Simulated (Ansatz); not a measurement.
Computed with frozen-core CCSD(T)/cc-pVTZ // M06-2X/def2-TZVP run with Ansatz (a program for electronic structure).

Ansatz 0.2 input:
```yaml
crystal:
  periodic: [false, false, false]
  atoms:
    - { symbol: B, position_ang: [1.26414, -1.424662, 0.769007] }
    - { symbol: Si, position_ang: [-0.060298, -0.076833, 0.069514] }
    - { symbol: C, position_ang: [0.709146, 0.64024, -1.497382] }
    - { symbol: C, position_ang: [-1.70626, -0.867061, -0.377359] }
    - { symbol: C, position_ang: [-0.359372, 1.323777, 1.286877] }
    - { symbol: H, position_ang: [1.256206, -2.559733, 0.402712] }
    - { symbol: H, position_ang: [2.135752, -1.117384, 1.522941] }
    - { symbol: H, position_ang: [0.881972, -0.130348, -2.250286] }
    - { symbol: H, position_ang: [1.660859, 1.132143, -1.290432] }
    - { symbol: H, position_ang: [0.034998, 1.384078, -1.928543] }
    - { symbol: H, position_ang: [-2.383735, -0.128842, -0.811804] }
    - { symbol: H, position_ang: [-1.569015, -1.669217, -1.104592] }
    - { symbol: H, position_ang: [-2.196516, -1.292903, 0.499909] }
    - { symbol: H, position_ang: [-0.816012, 0.960893, 2.209431] }
    - { symbol: H, position_ang: [0.577309, 1.8179, 1.550772] }
    - { symbol: H, position_ang: [-1.02758, 2.073049, 0.857012] }
basis:
  gaussian: { orbitals: cc-pVTZ }
correlation:
  method: ccsd_t
```

Output:

```
Functional definition: HF
1704 factors; integrals over basis functions are off by at most 1.1e-3 eV
mean field evaluation 1: about -11796.6150 eV, gradient 3.9e1 eV
mean field evaluation 2: about -11796.8207 eV, gradient 3.9e1 eV
mean field evaluation 4: about -11801.0881 eV, gradient 3.6e0 eV
mean field evaluation 8: about -11801.1479 eV, gradient 1.4e-1 eV
mean field evaluation 16: about -11800.2488 eV, gradient 1.5e1 eV
mean field -11801.14798393 eV, -433.6841893041 hartree, gradient 1.5e-6 eV, S^2 0.000000; 0 other end points of the search recorded, 0 dependent functions left out
9 core orbitals not correlated
reference -11801.14798393 eV, -433.6841893041 hartree; 15, 15 occupied and 284, 284 virtual orbitals, 1704 factors
second order -20.78358885 eV of doubles, -0.00000000 eV of singles
cycle   1  -22.06216211 eV  change    -1.3e0 eV  update   9.1e-2
cycle   2  -22.62008800 eV  change   -5.6e-1 eV  update   2.7e-2
cycle   3  -22.68713862 eV  change   -6.7e-2 eV  update   1.0e-2
cycle   4  -22.68358416 eV  change    3.6e-3 eV  update   2.9e-3
cycle   5  -22.68306628 eV  change    5.2e-4 eV  update   1.5e-3
cycle   6  -22.68298181 eV  change    8.4e-5 eV  update   5.8e-4
cycle   7  -22.68290739 eV  change    7.4e-5 eV  update   2.2e-4
cycle   8  -22.68295923 eV  change   -5.2e-5 eV  update   8.0e-5
cycle   9  -22.68296003 eV  change   -8.0e-7 eV  update   2.1e-5
perturbative correction -0.84693259 eV, -0.0311241984 hartree
Total energy: -11824.67787655 eV, -434.5488969086 hartree
```

Cost: roughly 40 core-minutes.
